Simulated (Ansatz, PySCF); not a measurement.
Noncovalent pair: CH3F (SMILES CF) (first 5 atoms) with CH2O2 (SMILES O=CO); geometry from B3LYP-D3(BJ)/def2-TZVP.
(charge 0, multiplicity 1):
```xyz
10

C      0.21352    -0.16382     0.47184
F      0.64903    -1.24725     1.26612
H     -0.54645    -0.54101    -0.21009
H     -0.19081     0.59438     1.13834
H      1.07626     0.20849    -0.07768
O     -0.52003     0.95622     3.50573
C     -0.18364     0.12837     4.31078
O      0.38120    -1.04484     4.03299
H     -0.30379     0.24161     5.39621
H      0.48230    -1.13326     3.06154
```

Basis-set superposition error: the interaction energy with monomers in their own basis, and in the dimer's basis (counterpoise).

Codes used: Ansatz (a quantum-chemistry and plane-wave program); PySCF for 6-31G* rows. Values without a source in brackets are computed.

```csv
level,uncorrected (kcal/mol),counterpoise (kcal/mol),difference
HF/aug-cc-pVDZ,-5.39,-4.95,0.44
PBE/def2-TZVPPD,-6.03,-5.95,0.08
revPBE/def2-TZVPPD,-3.55,-3.47,0.07
B3LYP/6-31G*,-10.22,-6.27,3.95
PBE0/def2-TZVPPD,-6.31,-6.24,0.07
BHLYP/def2-TZVPPD,-6.77,-6.71,0.06
CAM-B3LYP/def2-TZVPPD,-6.98,-6.90,0.08
wB97X-V/def2-TZVPPD,-7.13,-7.06,0.07
B2PLYP/def2-TZVPPD,-6.46,-6.19,0.27
CCSD(T)/aug-cc-pVDZ,-7.58,-6.14,1.44
```

The error is largest for B3LYP/6-31G* (3.95 kcal/mol) and smallest for BHLYP/def2-TZVPPD (0.06 kcal/mol).
